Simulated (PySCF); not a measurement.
How methods differ on the ionisation energy of Si⁺

Si⁺ [Ne] 3s2 3p1 (2P) → Si²⁺ [Ne] 3s2 (1S), as a difference of total energies. Computed with PySCF 2.14 in dyall-av2z (13s9p2d, 50 functions), with no relativity, point nucleus. Correlated levels: valence: [Ne] frozen; virtual orbitals above 40 to 60 times the deepest correlated orbital energy dropped. The calculations carry no spin-orbit coupling.

| method | ionisation energy (eV) |
| --- | --- |
| UHF | 15.786 |
| LDA | 16.325 |
| PBE | 16.370 |
| r2SCAN | 16.471 |
| B3LYP | 16.366 |
| wB97X-V | 16.229 |
| BP86 | 16.443 |
| MP2 (valence) | 15.970 |
| SCS-MP2 (valence) | 15.950 |

Question: Estimate what PW91 gives.

Answer: 16.427 eV, closest to BP86 among the rows shown.

Question: Estimate what PBE0 gives.

Answer: 16.389 eV, closest to PBE among the rows shown.

Errors of the correlated levels include the incompleteness of this basis and the frozen core.

For comparison: 16.322 eV (measured; NIST levels, between the centres of gravity of the two terms).
